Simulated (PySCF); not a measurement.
# Te⁴⁸⁺ (tellurium, charge +48): Hartree-Fock from Schrödinger to Dirac-Coulomb-Breit

Occupied: 1s1/2, 2s1/2. Hartree-Fock calculated with PySCF 2.14 in an uncontracted even-tempered set (19 s from 8.8 bohr⁻², ratio 2.3; 14 p from 11 bohr⁻², ratio 2.3), Gaussian nucleus throughout. NR is non-relativistic, sf-X2C the spin-free one-electron X2C Hamiltonian, X2C adds the bare one-electron spin-orbit term, X2C-SNSO screens it by Boettger's factors, DC is four-component Dirac-Coulomb, and the Gaunt and Breit terms are added at first order (total energies over the DC spinors, levels after relaxing the spinors in that mean field). QED terms are absent. Levels marked empty are virtual spinors of this ion.

| Hamiltonian | E (hartree) | E − E(DC) (hartree) | CPU seconds |
| --- | --- | --- | --- |
| NR | -3299.0235 | 132.7608 | 0.47 |
| sf-X2C | -3430.6353 | 1.1490 | 0.28 |
| X2C | -3430.6353 | 1.1490 | 0.28 |
| X2C-SNSO | -3430.6353 | 1.1490 | 0.28 |
| DC | -3431.7843 | 0.0000 | 6.1 |
| DC+Gaunt | -3429.4132 | 2.3711 | 10 |
| DC+Breit | -3429.4615 | 2.3228 | 84 |

```json
{"level (eV)": "1s1/2", "NR": "-35361.9", "sf-X2C": "-36674.2", "X2C": "-36674.2", "X2C-SNSO": "-36674.2", "DC": "-36701.9", "DC+Gaunt": "-36645.0", "DC+Breit": "-36645.6"}
{"level (eV)": "2s1/2", "NR": "-8434.2", "sf-X2C": "-8829.5", "X2C": "-8829.5", "X2C-SNSO": "-8829.5", "DC": "-8832.5", "DC+Gaunt": "-8826.0", "DC+Breit": "-8826.6"}
{"level (eV)": "2p1/2 (empty)", "NR": "-8141.2", "sf-X2C": "-8291.4", "X2C": "-8514.5", "X2C-SNSO": "-8505.2", "DC": "-8507.9", "DC+Gaunt": "-8495.9", "DC+Breit": "-8497.7"}
{"level (eV)": "2p3/2 (empty)", "NR": "-8141.2", "sf-X2C": "-8291.4", "X2C": "-8192.3", "X2C-SNSO": "-8196.0", "DC": "-8196.6", "DC+Gaunt": "-8189.8", "DC+Breit": "-8191.5"}
{"level (eV)": "3s1/2 (empty)", "NR": "-3598.4", "sf-X2C": "-3730.6", "X2C": "-3730.6", "X2C-SNSO": "-3730.6", "DC": "-3731.4", "DC+Gaunt": "-3729.6", "DC+Breit": "-3729.9"}
```

| interval (eV) | X2C | X2C-SNSO | DC | DC+Gaunt | DC+Breit |
| --- | --- | --- | --- | --- | --- |
| 2p3/2 − 2p1/2 | 322.2 | 309.2 | 311.3 | 306.2 | 306.2 |

Weight of the small component: 1s1/2 0.0369, 2s1/2 0.00878, 2p1/2 0.00864, 2p3/2 0.00831, 3s1/2 0.00368.

Koopmans' value for the highest occupied level at DC+Breit: 8826.6 eV, against an ionisation energy of 8821 ± 4 eV (theoretical estimate listed by NIST; NIST Atomic Spectra Database, ionization energies); the former lacks relaxation, correlation, QED and recoil.

The whole ladder took 100 s of wall time on 1 thread of Neoverse-N1 (shared host), launched as `OMP_NUM_THREADS=1 python relrun2.py TASK.json OUT` (a driver that calls PySCF for each Hamiltonian).
